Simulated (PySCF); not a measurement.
PySCF input file for CH4MgSe, SMILES [CH3][Mg][SeH], B3LYP-D3(BJ)/def2-TZVP. The structure is a stationary point at B3LYP-D3(BJ)/def2-TZVP. Other conformers were not sampled.

```python
import numpy as np
from pyscf import gto, scf, dft, df
from pyscf.hessian import thermo

mol = gto.M(
    atom='''
    Mg    0.74572392   -0.88163032   -0.18611902
    C     2.07235907   -2.44831401   -0.51972230
    H     1.54399063   -3.39416572   -0.66445495
    H     2.75637862   -2.57766851    0.32279891
    H     2.67810311   -2.27064971   -1.41221358
    Se   -0.78480744    0.98292344    0.18118166
    H    -1.67786060    0.09253508    0.94545526
    ''',
    basis='def2-TZVP',
    charge=0,
    spin=0,
    max_memory=1600,
    verbose=3,
)
mf = dft.RKS(mol, xc='b3lyp').density_fit(auxbasis='def2-universal-jkfit')
mf.disp = 'd3bj'
mf.grids.level = 3
mf.conv_tol = 1e-11
mf.max_cycle = 100
mf.kernel()

# [left out here: the lines that compute and print the analytic Hessian (its translational invariance restored by hand, since the grid's response is missing), thermochemistry and intensities]
```

Output:

```
converged SCF energy = -2642.27017060084

WARN: DFTD3 does not support analytical Hessian, using finite difference


WARN: Mole.unit (angstrom) is changed to Bohr

Mode                                 0                   1                   2
Irrep
Freq [cm^-1]                       10.3319             92.4166             99.9443
Reduced mass [au]                   1.0167              4.4923              4.8864
Force const [Dyne/A]                0.0001              0.0226              0.0288
Char temp [K]                      14.8653            132.9670            143.7976
Normal mode                   x     y     z       x     y     z       x     y     z
       0  Mg                -0.00 -0.00 -0.00    0.09  0.10 -0.08    0.08  0.04  0.13
       1   C                 0.00  0.00  0.00   -0.07 -0.07  0.06   -0.06 -0.03 -0.10
       2   H                 0.02 -0.06  0.37   -0.20 -0.01  0.12   -0.16  0.04 -0.15
       3   H                 0.23  0.24 -0.15   -0.13 -0.10  0.10    0.02 -0.19 -0.19
       4   H                -0.25 -0.17 -0.20   -0.01 -0.24  0.07   -0.14  0.01 -0.15
       5  Se                 0.00  0.00  0.01   -0.02 -0.01  0.01   -0.01 -0.01 -0.02
       6   H                -0.37 -0.18 -0.64    0.09 -0.13 -0.01   -0.03 -0.01 -0.04
Mode                                 3                   4                   5
Irrep
Freq [cm^-1]                      272.0879            454.7396            579.7648
Reduced mass [au]                   7.5636              1.0483              1.2240
Force const [Dyne/A]                0.3299              0.1277              0.2424
Char temp [K]                     391.4740            654.2691            834.1524
Normal mode                   x     y     z       x     y     z       x     y     z
       0  Mg                -0.07  0.08  0.02   -0.02 -0.01  0.01    0.01  0.01  0.03
       1   C                -0.11  0.13  0.03   -0.01 -0.02  0.01   -0.04 -0.03 -0.10
       2   H                -0.10  0.12  0.03    0.12 -0.07 -0.05    0.29 -0.24  0.14
       3   H                -0.10  0.12  0.02    0.05  0.02 -0.03   -0.35  0.52  0.26
       4   H                -0.11  0.13  0.03   -0.06  0.14 -0.00    0.33 -0.22  0.12
       5  Se                 0.04 -0.05 -0.01   -0.00  0.02 -0.00   -0.00 -0.00 -0.00
       6   H                 0.06 -0.07 -0.01    0.59 -0.73 -0.14    0.01 -0.02 -0.01
Mode                                 6                   7                   8
Irrep
Freq [cm^-1]                      581.5936            585.7877           1158.0486
Reduced mass [au]                   1.3080              4.9490              1.2001
Force const [Dyne/A]                0.2607              1.0006              0.9482
Char temp [K]                     836.7836            842.8181           1666.1741
Normal mode                   x     y     z       x     y     z       x     y     z
       0  Mg                -0.05  0.01  0.02   -0.08  0.11  0.01   -0.00  0.00  0.00
       1   C                 0.10  0.03 -0.05    0.09 -0.14 -0.01    0.08 -0.09 -0.02
       2   H                -0.43  0.28  0.17    0.22 -0.20 -0.09   -0.46  0.23  0.06
       3   H                -0.09 -0.19  0.07    0.17 -0.13 -0.07   -0.22  0.40  0.26
       4   H                 0.25 -0.55 -0.05    0.02  0.04 -0.03   -0.24  0.46 -0.09
       5  Se                 0.00  0.00 -0.00    0.01 -0.01 -0.00    0.00 -0.00 -0.00
       6   H                 0.12 -0.14 -0.03   -0.04  0.05  0.01   -0.00  0.00  0.00
Mode                                 9                  10                  11
Irrep
Freq [cm^-1]                     1451.2445           1451.4422           2380.9847
Reduced mass [au]                   1.0598              1.0599              1.0204
Force const [Dyne/A]                1.3150              1.3156              3.4083
Char temp [K]                    2088.0178           2088.3022           3425.7069
Normal mode                   x     y     z       x     y     z       x     y     z
       0  Mg                -0.00 -0.00 -0.00   -0.00 -0.00  0.00    0.00  0.00 -0.00
       1   C                -0.04 -0.03 -0.04   -0.03 -0.03  0.05   -0.00 -0.00  0.00
       2   H                -0.23  0.03  0.43   -0.20  0.17 -0.57    0.00 -0.00  0.00
       3   H                 0.31 -0.02 -0.30    0.37  0.52 -0.19   -0.00 -0.00  0.00
       4   H                 0.48  0.35  0.40    0.17 -0.26  0.11   -0.00  0.00 -0.00
       5  Se                 0.00  0.00  0.00    0.00  0.00 -0.00    0.01  0.01 -0.01
       6   H                 0.00 -0.00 -0.00    0.00 -0.00 -0.00   -0.61 -0.58  0.52
Mode                                12                  13                  14
Irrep
Freq [cm^-1]                     3014.3062           3085.0345           3087.0204
Reduced mass [au]                   1.0320              1.0989              1.0991
Force const [Dyne/A]                5.5248              6.1622              6.1714
Char temp [K]                    4336.9154           4438.6778           4441.5350
Normal mode                   x     y     z       x     y     z       x     y     z
       0  Mg                -0.00  0.00  0.00   -0.00 -0.00  0.00    0.00  0.00  0.00
       1   C                 0.03 -0.03 -0.01   -0.05 -0.05  0.05    0.05  0.02  0.07
       2   H                 0.30  0.48  0.07    0.28  0.51  0.09   -0.24 -0.44 -0.05
       3   H                -0.34  0.05 -0.44   -0.12  0.00 -0.11   -0.48  0.10 -0.59
       4   H                -0.31 -0.12  0.47    0.40  0.11 -0.60    0.15  0.05 -0.18
       5  Se                 0.00 -0.00 -0.00   -0.00 -0.00  0.00    0.00  0.00  0.00
       6   H                 0.00  0.00 -0.00   -0.00  0.00 -0.00    0.00 -0.00  0.00
temperature 298.1500 [K]
pressure 101325.00 [Pa]
Rotational constants [GHz] 95.33521 1.54801 1.53782
Symmetry number 1
Zero-point energy (ZPE) 0.04170 [Eh]   109486.704 [J/mol]
                           tot       elec      trans        rot        vib
Entropy [J/mol/K]       351.053      0.000    168.383    103.610     79.059
Cv [J/mol/K]             77.614      0.000     12.472     12.472     52.670
Cp [J/mol/K]             85.928      0.000     20.786     12.472     52.670
Internal energy [J/mol]                      3718.434   3718.434 119102.825
Internal energy [Eh]   -2642.22197  -2642.27017
Enthalpy [J/mol]                             6197.391   3718.434 119102.825
Enthalpy [Eh]          -2642.22103
Gibbs free energy [J/mol]                  -44005.988 -27172.975  95531.284
Gibbs free energy [Eh] -2642.26090
mode   freq/cm-1   IR/(km/mol)
   1       10.33         1.495
   2       92.42        22.015
   3       99.94        19.253
   4      272.09         8.507
   5      454.74         1.973
   6      579.76        55.833
   7      581.59        62.234
   8      585.79        65.605
   9     1158.05         0.403
  10     1451.24         0.075
  11     1451.44         0.023
  12     2380.98        16.061
  13     3014.31        28.474
  14     3085.03        14.530
  15     3087.02        14.554
max |gradient| / (hartree/bohr): 3.629220250691981e-05
APT charges: [ 0.938  -0.3287 -0.0334 -0.0352 -0.0355 -0.4786 -0.0267]
```

Self-consistency was reached.
